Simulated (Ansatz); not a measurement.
Consider the formal exchange of groups at the Al–Al bond: `[OH][AlH][AlH2]` + `C[CH2][AlH][SiH3]` → `C[CH]([AlH2])[AlH][SiH3]` + `[OH][AlH2]`.

Gas-phase electronic energies from Ansatz, PBE0-D4/def2-TZVP geometries. CCSD(T)/CBS adds triple-zeta CCSD(T) − MP2 to the extrapolated MP2 energy (def2 sets, frozen cores). This one scheme is used for every species. DFT in def2-TZVPP. B3LYP here is the variant with VWN-RPA as its local correlation; programs differ in this. Each species was taken in one conformer, which may not be the lowest.

```
             level  ΔE (kJ/mol)  difference from CCSD(T)/CBS
            PBE-D4         -3.0                          8.5
           PBE0-D4         -2.8                          8.7
          B3LYP-D4        -10.6                          0.9
           ωB97X-V         -8.3                          3.2
           ωB97M-V        -21.0                         -9.5
            B2PLYP         -9.8                          1.7
               PBE          2.0                         13.5
            r2SCAN        -12.3                         -0.8
              PBE0          1.6                         13.1
     HF/def2-TZVPP          3.0                         14.5
    MP2/def2-TZVPP        -21.9                        -10.4
SCS-MP2/def2-TZVPP        -16.2                         -4.7
   CCSD/def2-TZVPP         -6.5                          5.0
     HF/def2-QZVPP          2.2                         13.7
SCS-MP2/def2-QZVPP        -17.2                         -5.7
    CCSD/CBS(def2)         -8.0                          3.5
       CCSD(T)/CBS        -11.5                            0
```

Largest T1 diagnostic among the species: 0.013.

In def2-TZVPP, CCSD(T) changes the Hartree–Fock value by −13.0 kJ/mol (the triples alone add −3.6 kJ/mol) and MP2 by −24.8 kJ/mol. The D4 term adds −8.0 kJ/mol with B3LYP and −4.4 kJ/mol with PBE0; it sums over pairs of atoms, weighted by their polarisabilities, and B3LYP, whose exchange is more repulsive, gets the larger term.
